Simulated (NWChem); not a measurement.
System: GeH$_{2}$O$_{2}$, singlet; SMILES [Ge]([OH])[OH]

```xyz
5

Ge     0.0000     0.0000     0.3497
O      1.3035     0.0000    -0.8664
H      2.1766     0.0000    -0.4574
O     -1.3035     0.0000    -0.8664
H     -2.1766     0.0000    -0.4574
```
Atoms are numbered in this order, from 1.

Level: PBE0/def2-SVP (NWChem), optimised geometry, unscaled harmonic frequencies. Low-valent species are run as closed-shell singlets; no triplet was tried in these runs.

```
frequency (cm⁻¹)  IR intensity (km/mol)
----------------  ---------------------
275                                 0.0
408                                 0.0
479                               183.0
698                               145.1
708                                49.4
797                               116.2
869                               159.8
3896                              183.3
3896                                0.4
```

```json
{
 "zero_point_energy": "17.2 kcal/mol",
 "thermal correction to the enthalpy at 298.15 K (with zero-point energy)": "20.4 kcal/mol",
 "heat capacity Cv": "13.3 cal/(mol K)",
 "entropy at 298.15 K and 1 atm (symmetry number 2)": "66.5 cal/(mol K)",
 "dipole_moment": "2.37 D"
}
```

Rigid rotor and harmonic oscillator.
